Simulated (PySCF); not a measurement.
Correlation energy of Sn⁺ (tin, charge +1)

[Kr] 4d10 5s2 5p1, 2P determinant. Computed with PySCF 2.14 in cc-pVDZ-PP with ECP28MDF (4s3p2d, 23 functions), with scalar relativity through the core potential. Frozen: 4s2 4p6 4d10; 3 electrons correlated.

MP2 pair energies summed by pair of shells (mhartree):

| pair | energy | share (%) |
| --- | --- | --- |
| 5s-5s | -15.75 | 59.3 |
| 5s-5p | -10.80 | 40.7 |

Total MP2 correlation energy: -26.56 mhartree.

Same-spin part -1.86 and opposite-spin part -24.70 mhartree; SCS-MP2 scales them by 1/3 and 6/5 to -30.26 mhartree.

```json
{"level": "CCSD", "correlation energy (mhartree)": "-39.76"}
{"level": "(T)", "correlation energy (mhartree)": "-0.36"}
{"level": "CCSD(T)", "correlation energy (mhartree)": "-40.12"}
```

Diagnostics: T1 = 0.0090, D1 = 0.0221, largest double amplitude 0.097.

Question: Is a single reference adequate?

Answer: Mostly. T1 lies below 0.03, but a double amplitude of this size points to a near-degeneracy that CCSD handles and MP2 describes poorly.
